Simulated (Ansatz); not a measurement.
Two isomers of C2H10N2Si: A = `CN[SiH2]CN`, B = `C[Si](C)(N)N`.

Gas-phase electronic energies from Ansatz, PBE0-D4/def2-TZVP geometries. CCSD(T)/CBS adds triple-zeta CCSD(T) − MP2 to the extrapolated MP2 energy (def2 sets, frozen cores). Functionals use def2-TZVPP. B3LYP here is the variant with VWN-RPA as its local correlation; programs differ in this. One conformer a species, not always the lowest.

A:

Z-matrix (Å, degrees):
```
C
N 1 1.448
H 1 1.092 2 109.6
H 1 1.097 2 113.0 3 119.8
H 1 1.095 2 111.5 3 -118.4
Si 2 1.720 1 124.2 3 -24.6
H 2 1.006 1 113.8 3 178.5
C 6 1.883 2 111.4 1 86.2
H 6 1.492 2 110.4 1 -33.7
H 6 1.491 2 107.3 1 -153.5
N 8 1.462 6 108.0 2 -43.5
H 8 1.096 6 107.6 2 -161.2
H 8 1.101 6 110.7 2 82.6
H 11 1.012 8 111.5 6 -177.8
H 11 1.013 8 109.7 6 63.7
```

B:

Z-matrix (Å, degrees):
```
C
Si 1 1.872
H 1 1.093 2 111.1
H 1 1.093 2 110.7 3 119.9
H 1 1.094 2 111.6 3 -120.5
C 2 1.872 1 108.8 3 -176.0
N 2 1.720 1 105.3 3 58.9
N 2 1.720 1 116.2 3 -57.4
H 6 1.094 2 111.6 1 63.8
H 6 1.093 2 110.7 1 -55.8
H 6 1.093 2 111.1 1 -175.7
H 7 1.007 2 120.5 1 -178.1
H 7 1.006 2 120.8 1 33.9
H 8 1.007 2 120.6 1 61.6
H 8 1.006 2 120.9 1 -86.7
```

Q: Which isomer does CCSD(T)/CBS put lower? Give the gap. (Estimate.)

A: The calculation gave: B, by 250.0 kJ/mol.

Q: Give E(B) − E(A) in kJ/mol with B3LYP-D4, r2SCAN-D4, CCSD/def2-TZVPP, CCSD(T)/def2-TZVPP, ωB97M-V, PBE0-D4, B2PLYP. (Estimate.)

A: Computed: B3LYP-D4 -240.6, r2SCAN-D4 -252.9, CCSD/def2-TZVPP -244.4, CCSD(T)/def2-TZVPP -244.5, ωB97M-V -248.0, PBE0-D4 -241.0, B2PLYP -245.1. None reverses the order clearly.

Largest T1 diagnostic: 0.010.

In def2-TZVPP, CCSD(T) changes the Hartree–Fock value by −5.6 kJ/mol (the triples alone add −0.1 kJ/mol) and MP2 by −15.9 kJ/mol. From PBE to PBE0 (25 % exact exchange), in def2-TZVPP and without D4, E(B) − E(A) moves by −5.8 kJ/mol.
